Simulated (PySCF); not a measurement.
**Electron correlation in Zr²⁺ (zirconium, charge +2)**

[Kr] 4d2, high-spin 3F determinant. Computed with PySCF 2.14 in aug-cc-pVTZ-DK, with scalar relativity by spin-free X2C-1e. Frozen: [Kr]; 2 electrons correlated.

With two correlated electrons CCSD is exact within the correlated space (frozen core and kept virtual orbitals).

```
level  correlation energy (mhartree)
 CCSD                          -4.79
```

Diagnostics: T1 = 0.0012, D1 = 0.0017, largest double amplitude 0.012.

**Question.** Is a single reference adequate?

**Answer.** Yes, within this model without spin-orbit coupling: T1 lies below 0.03 and no double amplitude reaches 0.07.
